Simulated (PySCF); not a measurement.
# Dipole moment and polarisability of WO2(NMe2)2

WO2(NMe2)2, C4H12N2O2W (singlet state).
Geometry (PBE0-D3(BJ)/def2-SVP, Å), atoms numbered from 1 in this order:
```
atom  x, y, z in Å
W1     1.0090   -0.0183    0.8057
O2     0.8433   -0.1097    2.5149
O3     2.6253    0.0454    0.2232
N4     0.0990    1.5956    0.1998
C5     0.4501    2.2798   -1.0259
C6    -1.0148    2.1913    0.9050
H7    -0.3714    2.2323   -1.7652
H8     1.3474    1.8346   -1.4787
H9     0.6654    3.3465   -0.8295
H10   -1.1895    1.6793    1.8616
H11   -0.8130    3.2563    1.1235
H12   -1.9450    2.1400    0.3084
N13    0.1678   -1.5989    0.0354
C14    0.5592   -2.1579   -1.2406
C15   -0.9321   -2.2932    0.6681
H16    0.8108   -3.2296   -1.1362
H17    1.4450   -1.6422   -1.6374
H18   -0.2545   -2.0735   -1.9852
H19   -1.1431   -1.8691    1.6599
H20   -1.8539   -2.2286    0.0600
H21   -0.6917   -3.3641    0.8037
```

Level: CAM-B3LYP/def2-SVPD (PySCF), static field, nuclei fixed, core orbitals frozen in the response. The polarisability tensor in these axes (au):

```
x   105.16  -0.54  -2.24
y    -0.54 132.86   1.34
z    -2.24   1.34 106.72
```

Question: Diagonalise the tensor; give its mean and Δα, where Δα² is half the sum of the squared differences of the eigenvalues.

Answer: Principal values 103.56, 108.23 and 132.94 au; mean 114.91 au = 17.03 Å³ = 18.95 × 10⁻⁴⁰ C²·m²/J; Δα = 27.35 au (24 % of the mean).

Question: What is the dipole moment, and where does it point?

Answer: (-4.04, 0.07, -3.15) D, 5.12 D in size, pointing from the negative to the positive side. Measured along this direction, the outermost atoms are O2 and O3 at the negative end and H7, H20, H18 and H12 at the positive end.

Question: Directions of the eigenvectors, and the extent of the frame along each?

Answer: Largest value along (-0.02, 1.00, 0.05), where the nuclei span 6.63 Å; middle along (-0.58, -0.06, 0.81), 4.21 Å; least along (0.81, -0.01, 0.58), 3.71 Å. The response follows the extents in order.

Question: What depolarisation ratio follows for Rayleigh scattering of linearly polarised light, taking the static tensor?

Answer: ρ = 3Δα²/(45ᾱ² + 4Δα²) = 2243.3/(594206 + 2991.1) = 0.00376.

Question: Orientational against electronic polarisability at 350 K (dilute gas, rigid molecules)?

Answer: In Gaussian units μ²/3kT = 180.96 Å³ against 17.03 Å³, a ratio of 10.63; the Debye molar polarisation (4π/3)N_A(α + μ²/3kT) is 499.4 cm³/mol, leaving out the vibrational part.

Geometry: PBE0-D3(BJ)/def2-SVP; no solvent, vibrations or thermal averaging. Atoms past krypton carry effective core potentials; spin–orbit coupling is left out.
